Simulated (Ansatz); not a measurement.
FH₂InS, SMILES `[F][InH][SH]`. Total charge 0; spin multiplicity 1. In takes the def2 core potential.

```xyz
5

F    -0.289   -0.019    1.863
In    0.692    0.036    0.174
S    -0.883   -0.044   -1.582
H     2.381    0.125    0.248
H    -1.901   -0.099   -0.704
```

**Question.** What are the harmonic wavenumbers in cm⁻¹ at PBE0-D4/def2-TZVP (Ansatz, finite differences of forces, unscaled)? (An estimate is asked.)

**Answer.** Computed: 113, 271, 362, 403, 444, 585, 677, 1906, 2705.

**Question.** Is this a minimum?

**Answer.** Yes, all 9 modes are real.

**Question.** Give the ideal-gas thermochemistry at 298.15 K and 1 bar (rigid rotor, harmonic oscillator; point group Cs, symmetry number 1).

**Answer.** Zero-point energy 44.7 kJ/mol; H(298) − E = 60.8 kJ/mol; entropy 317.4 J/(mol·K), of which translation 172.8, rotation 109.1, vibration 35.5; G(298) − E = -33.8 kJ/mol.
